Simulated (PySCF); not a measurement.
AsH₂, SMILES [AsH2], multiplicity 2.

Geometry: PBE0-D3(BJ)/def2-TZVPD. The isomer is the one that the SMILES or the coordinates give; other isomers of the formula were not compared.

Calculation: r2SCAN/def2-TZVPD (PySCF).

```json
{
  "total_energy": "-2237.02632 hartree",
  "point_group": "C2v",
  "α spin, highest occupied and lowest empty level": "-6.14 and -0.10 eV",
  "β spin, highest occupied and lowest empty level": "-7.43 and -3.69 eV",
  "dipole_moment": "0.30 D",
  "quadrupole, principal values (traceless, Buckingham form, about the centre of nuclear charge)": "-0.86, -0.27, 1.13 D·Å",
  "mean_static_polarisability": "34.1 bohr³ (5.05 Å³)",
  "polarisability_principal_values": "31.5, 35.0, 35.8 bohr³",
  "⟨S²⟩": "0.757 (pure state 0.75)"
}
```
